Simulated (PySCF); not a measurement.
Isomers of CH6OSi2. Isolated molecules, 0 K electronic values unless said otherwise. One relaxed conformer stands for each flexible species; it need not be the lowest. Strings in code marks are SMILES. All members: neutral, multiplicity 1. Level: TPSSh-D3(BJ)/def2-TZVP // B3LYP-D3(BJ)/def2-TZVP (PySCF), beside PBE-D3(BJ)/def2-TZVP // B3LYP-D3(BJ)/def2-TZVP (PySCF) at the same geometries. Delta-SCF ions had no search for a lower state.  The removal energy is E(N − 1 electrons) − E(N electrons) at the parent's geometry.

```tsv
species	vertical ionisation energy (Delta-SCF), PBE (eV)	vertical ionisation energy (Delta-SCF), TPSSh-D3(BJ) (eV)
`O/[SiH]=C/[SiH3]` (H–O–Si–C torsion 180°)	8.31	8.28
`C=[SiH]O[SiH3]` (C–Si–O–Si torsion 1°)	8.32	8.20
`OC1[SiH2][SiH2]1` (H–O–C–Si torsion 63°)	8.33	withheld
`O=C([SiH3])[SiH3]`	8.42	8.44
`C=[SiH][SiH2]O` (C–Si–Si–O torsion -11°, Si–Si–O–H torsion -47°)	8.60	8.48
`O=C[SiH2][SiH3]` (O–C–Si–Si torsion 94°)	8.95	9.05
```

Question: Fit y = a + b·x, y being the vertical ionisation energy (Delta-SCF) at the first level, to the 5 complete rows by least squares, with x = the PBE value in eV. Give a, b and the rms residual, and predict the withheld value.

Answer: Means of the 5 rows: x̄ = 8.52, ȳ = 8.49 eV. Σ(x − x̄)² = 0.2854 and Σ(x − x̄)(y − ȳ) = 0.3471, so b = 1.216 and a = ȳ − b·x̄ = -1.870 eV. The rms residual is 0.067 eV. At x = 8.33 the line gives 8.26 eV. The run for `OC1[SiH2][SiH2]1` (H–O–C–Si torsion 63°) gave 8.43 eV, so the line is off by 0.17 eV, more than twice the rms residual.

Codes: PySCF.
